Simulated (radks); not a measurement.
Values are calculated unless marked as measured or tabulated.
Exchange energies: the exact (Fock) value of the Kohn-Sham orbitals and density-functional approximations, in hartree. Species: Sb3+ [Kr] 4d10 5s2; Ag+ [Kr] 4d10. Level of theory: non-relativistic Kohn-Sham, LDA (Slater exchange, Perdew-Wang correlation), spin-polarised, spherical densities, point nucleus (a radial shooting solver on a logarithmic mesh with Libxc functionals). Every spin shell is full or empty, so the densities are truly spherical. Functionals are evaluated on that one density, not self-consistently.

| functional | Sb3+ | Ag+ |
|---|---|---|
| exact | -162.855 | -143.674 |
| LDA | -155.02 | -136.57 |
| B88 | -162.92 | -143.75 |
| revPBE | -162.41 | -143.31 |
| RPBE | -162.50 | -143.39 |
| WC | -161.48 | -142.45 |
| SOGGA | -159.19 | -140.37 |
| r2SCAN | -162.69 | -143.57 |
| MS2 | -161.91 | -142.89 |
| TASK | -159.25 | -140.43 |
